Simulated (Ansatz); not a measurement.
The first iterations of a band of FH6NO3Zr (12 atoms, charge 0, multiplicity 1).

Theory: RKS B3LYP/def2-SVP (Ansatz 0.2.0).

* movable images: 7
* climbing image: yes
* spring: 5.0 eV/Å²
* optimiser: quadratic models (default)
* start path: through a guess of the saddle point
* force threshold: 0.05 eV/Å
* iteration limit: 60
* end points: relaxed

Image 0:

```xyz
12
Properties=species:S:1:pos:R:3
Zr 0.015 0.006 0.293
F -0.202 -0.235 2.220
O 1.822 -0.314 -0.461
H 2.165 -0.993 -1.052
O -1.009 1.479 -0.552
H -1.739 1.492 -1.179
O -0.946 -1.550 -0.362
H -1.442 -2.346 -0.554
N 1.237 1.965 1.158
H 2.204 1.935 0.831
H 0.811 2.824 0.803
H 1.249 2.017 2.178
```

Image 8:

```xyz
12
Properties=species:S:1:pos:R:3
Zr 0.006 0.013 0.286
F -0.293 -0.166 2.209
O 1.832 -0.369 -0.384
H 2.198 -1.083 -0.915
O -0.952 1.481 -0.636
H -1.642 1.488 -1.308
O -0.963 -1.540 -0.361
H -1.473 -2.329 -0.554
N 1.223 1.972 1.156
H 1.929 2.270 0.479
H 0.595 2.763 1.312
H 1.704 1.780 2.037
```

| iteration | highest image above the first end (eV) | largest band force component (eV/Å) |
| --- | --- | --- |
| 1 | 4.716 | 23.409 |
| 2 | 2.452 | 2.960 |
| 3 | 1.323 | 6.163 |
| 4 | 0.834 | 1.455 |
| 5 | 0.426 | 2.749 |
| 6 | 0.245 | 0.967 |
| 7 | 0.136 | 0.885 |
| 8 | 0.060 | 0.519 |
| 9 | 0.033 | 0.585 |
| 10 | 0.035 | 0.694 |
| 11 | 0.016 | 0.424 |
| 12 | 0.011 | 0.451 |
| 13 | 0.011 | 0.244 |
| 14 | 0.005 | 0.282 |
| 15 | 0.006 | 0.206 |
| 16 | 0.021 | 0.308 |
| 17 | 0.016 | 0.221 |
| 18 | 0.012 | 0.150 |

Q: Does the band converge within its limit, and where does its top end?

A: The forces met the threshold. It ended after 54 iterations with the highest image 0.005 eV above the first end. The top lies less than 8 meV above the higher end, about what the thresholds resolve: the motion is nearly free. A vibrational analysis at the climbing image gives no mode beyond 40i cm⁻¹: the surface is too flat there to confirm a saddle point.

The run took 17 min on 4 threads of Arm Neoverse V1 (shared host), peak memory 0.41 GiB.
